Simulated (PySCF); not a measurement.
Give a PBE0-D3(BJ)/def2-SVP geometry of `C/C1=C/C[C@H](F)/C=C\CC1`.

```xyz
23
C9H13F angstrom
C      3.108   -0.456    0.483
C      1.786   -0.512   -0.220
C      1.129   -1.668   -0.395
C     -0.226   -1.827   -1.016
C     -1.369   -1.464   -0.057
F     -2.441   -2.302   -0.318
C     -1.883   -0.056   -0.161
C     -1.255    1.113    0.009
C      0.187    1.389    0.340
C      1.221    0.816   -0.655
H      3.884   -0.023   -0.171
H      3.052    0.194    1.373
H      3.446   -1.451    0.808
H      1.594   -2.581   -0.007
H     -0.326   -1.238   -1.942
H     -0.387   -2.881   -1.284
H     -1.042   -1.678    0.979
H     -2.951   -0.031   -0.402
H     -1.882    2.003   -0.114
H      0.313    2.480    0.398
H      0.420    1.010    1.352
H      2.051    1.534   -0.757
H      0.757    0.738   -1.651
```

Any rigid rotation of these coordinates is as good. Atoms count from 1 in this order. The 8-membered ring C2–C3–C4–C5–C7–C8–C9–C10 has internal angles of 112.9° to 130.5° (sum 966°, against 1080° for a flat polygon); it is puckered, 0.31 Å rms from its mean plane, widest ring torsion 96°. The 9 C–C bonds span 1.337 Å (C7=C8, drawn double) to 1.545 Å (C9–C10, drawn single), a spread of 0.208 Å. Of the pairs four or more bonds apart, H15···H23 is among the closest relative to their van der Waals radii: 2.27 Å, 95 % of the sum of Bondi's values.

Bonds between heavy atoms (Å): C1–C2 1.499, C2=C3 1.341, C3–C4 1.499, C4–C5 1.535, C5–F6 1.386, C5–C7 1.503, C7=C8 1.337, C8–C9 1.505, C9–C10 1.545, C2–C10 1.507.

Level of theory: PBE0-D3(BJ)/def2-SVP geometry optimisation, gas phase in PySCF 2.14.0.

Point group: C1 (no symmetry element, even within 0.4 Å). Stationary, but not proved a minimum. The numbers are those of one conformer (C2–C3–C4–C5 -78°, C3–C4–C5–F6 -145°, C4–C5–C7–C8 -60°, C7–C8–C9–C10 58°).
